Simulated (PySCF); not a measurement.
C4H8Ge.
Bonds: C1–C2, C2–C3 (triple), C3–C4, C4–Ge5. Hydrogens: H6, H7, H8 on C1; H9, H10 on C4; H11, H12, H13 on Ge5.

Jobs on this species (13 atoms, 64 electrons) with PySCF (density fitting). Hardware of each: one thread of an Arm Neoverse V1, no GPU, shared host. Times come from a shared host and carry two figures at best. Peak memory is the resident size of the whole Python process, interpreter and libraries included.

```tsv
level and settings	work	basis functions	SCF cycles	wall time	peak memory
delta-SCF UKS B3LYP, pcX-2 on the ionised atom, pcseg-1 elsewhere, spin-free X2C	ΔSCF core ionisation, 4 holes	154	?	?	?
delta-SCF UKS SCAN, pcX-2 on the ionised atom, pcseg-1 elsewhere, non-relativistic	ΔSCF core ionisation, 4 holes	154	?	?	?
delta-SCF UKS SCAN, def2-TZVP on the ionised atom, pcseg-1 elsewhere, spin-free X2C	ΔSCF core ionisation, 4 holes	140	?	?	?
delta-SCF UKS SCAN, pcX-1 on the ionised atom, pcseg-1 elsewhere, spin-free X2C	ΔSCF core ionisation, 4 holes	133	75	26 s	0.49 GiB
delta-SCF UKS HF, pcX-2 on the ionised atom, pcseg-1 elsewhere, spin-free X2C	ΔSCF core ionisation, 4 holes	154	72	31 s	0.58 GiB
delta-SCF UKS SCAN, pcX-2 on the ionised atom, pcseg-1 elsewhere, spin-free X2C	ΔSCF core ionisation, 4 holes	154	75	31 s	0.51 GiB
delta-SCF UKS PBE0, pcX-2 on the ionised atom, pcseg-1 elsewhere, spin-free X2C	ΔSCF core ionisation, 4 holes	154	62	39 s	0.59 GiB
PBE0-D3(BJ)/def2-SVP, grid level 1	geometry optimisation from a GFN2-xTB start shaken at random	128	32	35 s	0.51 GiB
delta-SCF UKS PBE, pcX-2 on the ionised atom, pcseg-1 elsewhere, spin-free X2C	ΔSCF core ionisation, 4 holes	154	67	19 s	0.49 GiB
```

Question: Fill in the missing figures.

Answer: 
- delta-SCF UKS B3LYP, pcX-2 on the ionised atom, pcseg-1 elsewhere, spin-free X2C; ΔSCF core ionisation, 4 holes: 40 s, 0.60 GiB, 61 SCF cycles
- delta-SCF UKS SCAN, pcX-2 on the ionised atom, pcseg-1 elsewhere, non-relativistic; ΔSCF core ionisation, 4 holes: 30 s, 0.50 GiB, 75 SCF cycles
- delta-SCF UKS SCAN, def2-TZVP on the ionised atom, pcseg-1 elsewhere, spin-free X2C; ΔSCF core ionisation, 4 holes: 29 s, 0.49 GiB, 74 SCF cycles

Question: What do all jobs in the table cost together?

Answer: About 4.7 min; the longest takes about 14 % of that, and about 2.1 times as long as the shortest.
